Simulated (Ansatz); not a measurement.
The cluster SnSe₂, relaxed as a triplet with UKS PBE-D4/def2-TZVP in Ansatz, starting from the PBE-D4/def2-TZVP geometry of the neutral singlet. Force threshold 0.02 eV/Å.

In the def2 sets Sn takes a core potential; there is no spin–orbit coupling. The relaxation made no stability test and no search for a lower SCF solution. At PBE-D4/def2-TZVP a singlet of charge 0 lies 1.11 eV below the triplet, each at its own geometry. The structure comes from a short search, and lower isomers may exist.

Start:

Cartesian coordinates in Å:
```
Sn 1.213 -0.627 -0.613
Se -1.326 -0.418 -0.370
Se 0.114 1.045 0.983
```

Question: Estimate the energy that the relaxation releases and the steps that it takes.

Answer: 40.1 kJ/mol, in 5 steps; 11 s on 4 threads of Arm Neoverse V1 on a shared host. No frequencies were taken in this run, so the end may be a saddle point.

Question: Does the start keep its bonding and symmetry?

Answer: By distances, no bond broke or formed. The bond that changes most is Sn1–Se3, from 2.56 to 2.76 Å (atoms count from 1). Point group C2v at the start, C2v at the end, both within 0.05 Å.

Question: Predict the relaxed structure.

Answer: 
```xyz
3

Sn    1.356   -0.701   -0.686
Se   -1.348   -0.330   -0.286
Se   -0.008    1.031    0.972
```
Bond lengths: 2 × Se–Sn 2.76 Å; 1 × Se–Se 2.29 Å.
